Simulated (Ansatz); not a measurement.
CH5F2NSi can be A, `NC(F)(F)[SiH3]`, or B, `N[SiH](F)CF`.

Calculated with Ansatz (gas phase, PBE0-D4/def2-TZVP geometries, no zero-point term in ΔE). CBS: MP2 limit from def2 TZ/QZ plus the TZ coupled-cluster correction, frozen cores. DFT in def2-TZVPP. B3LYP here is the variant with VWN-RPA as its local correlation; programs differ in this. One conformer a species, not always the lowest.

Question: Which is lower in electronic energy at CCSD(T)/CBS, and by how much? (Estimate.)

Answer: The calculation gave: B, by 72.2 kcal/mol.

Question: Give E(B) − E(A) in kcal/mol with CCSD(T)/def2-TZVPP, PBE-D4, ωB97M-V, MP2/def2-TZVPP, B3LYP, BLYP-D4, HF/def2-TZVPP. (An estimate is asked.)

Answer: Ansatz gave: CCSD(T)/def2-TZVPP -70.2, PBE-D4 -64.3, ωB97M-V -69.6, MP2/def2-TZVPP -73.6, B3LYP -69.7, BLYP-D4 -67.5, HF/def2-TZVPP -72.6. None reverses the order clearly.

Question: Does the order hold for the free energy at 298.15 K (harmonic terms from PBE0-D4)? (Best estimate.)

Answer: The calculation gave: Yes: G(B) − G(A) = -69.6 kcal/mol, for one conformer each.

Largest T1 diagnostic: 0.012.

From BLYP to BHLYP (50 % exact exchange), in def2-TZVPP and without D4, E(B) − E(A) moves by −4.5 kcal/mol. Leaving LDA and LC-ωPBE aside and taking each functional with its dispersion term where it has one, the values, not all of them listed here, spread over 8.1 kcal/mol, from BHLYP-D4 to revPBE-D4. LDA lies +2.4 kcal/mol from PBE without D4.
